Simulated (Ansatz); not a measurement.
Reaction (ligand exchange at a Ge–N bond): `C[N]([GeH3])[InH2]` + `[SH][GeH3]` → `[GeH3][S][GeH3]` + `C[NH][InH2]`

Gas-phase electronic energies from Ansatz, PBE0-D4/def2-TZVP geometries. CCSD(T)/CBS adds triple-zeta CCSD(T) − MP2 to the extrapolated MP2 energy (def2 sets, frozen cores). Functionals use def2-TZVPP. def2 core potentials past Kr. For Ge, In outer-core shells are correlated without core-valence functions, which leaves a few kJ/mol of doubt a bond. Scalar relativity is left out up to krypton.

`C[N]([GeH3])[InH2]`:

Cartesian coordinates in Å:
```
C -1.077 -1.025 -0.221
N 0.031 -0.093 -0.104
Ge -0.178 1.195 1.186
In 1.666 -0.242 -1.297
H -2.020 -0.521 -0.475
H -0.890 -1.766 -1.005
H -1.251 -1.583 0.711
H 1.076 2.084 1.167
H -0.352 0.539 2.575
H -1.441 2.039 0.900
H 1.549 -1.554 -2.396
H 2.885 0.928 -1.040
```

`[SH][GeH3]`:

Z-matrix (Å, degrees):
```
Ge
S 1 2.224
H 1 1.536 2 110.4
H 1 1.533 2 104.8 3 119.2
H 1 1.536 2 110.4 3 -121.7
H 2 1.343 1 94.6 3 60.6
```

`[GeH3][S][GeH3]`:

Z-matrix (Å, degrees):
```
Ge
S 1 2.221
H 1 1.533 2 106.0
H 1 1.538 2 109.9 3 119.7
H 1 1.538 2 109.9 3 -119.7
Ge 2 2.222 1 98.4 3 179.8
H 6 1.538 2 109.9 1 59.8
H 6 1.533 2 106.0 1 179.5
H 6 1.538 2 109.9 1 -60.7
```

`C[NH][InH2]`:

Z-matrix (Å, degrees):
```
C
N 1 1.443
H 1 1.098 2 112.6
H 1 1.093 2 110.1 3 119.2
H 1 1.098 2 112.6 3 -121.6
In 2 2.011 1 128.0 3 -119.2
H 2 1.008 1 112.6 3 60.8
H 6 1.711 2 115.1 1 180.0
H 6 1.713 2 113.8 1 -0.0
```

Problem. Is it downhill or uphill in electronic energy at CCSD(T)/CBS, and by how much? (An estimate is asked.)

Solution. The calculation gave: Downhill: ΔE = -9.1 kcal/mol.

Problem. What do these levels give: LDA (SPW92), r2SCANh-D4, r2SCAN, CCSD/def2-TZVPP, MP2/def2-QZVPP, HF/CBS(def2)? (Estimate.)

Solution. The calculation gave: LDA (SPW92) -10.8, r2SCANh-D4 -11.2, r2SCAN -11.2, CCSD/def2-TZVPP -8.7, MP2/def2-QZVPP -8.8, HF/CBS(def2) -10.8 kcal/mol.

Problem. What do rigid-rotor, harmonic-oscillator terms from PBE0-D4/def2-TZVP frequencies (298.15 K, 1 bar) make of the CCSD(T)/CBS value? (Estimate.)

Solution. Computed: ΔZPE = +1.9 kcal/mol, ΔH = -7.1 kcal/mol, ΔS = 8 J/(mol·K), ΔG = -7.7 kcal/mol. Modes under 50 cm⁻¹ make the entropy rough.

Largest T1 diagnostic among the species: 0.016.

Leaving LDA and LC-ωPBE aside and taking each functional with its dispersion term where it has one, the values, not all of them listed here, spread over 1.8 kcal/mol, from HSE06-D4 to B2PLYP. LDA lies +1.2 kcal/mol from PBE without D4. At CCSD(T), def2-SVP lies +1.9 kcal/mol from the extrapolated value and def2-TZVPP +0.7 kcal/mol.
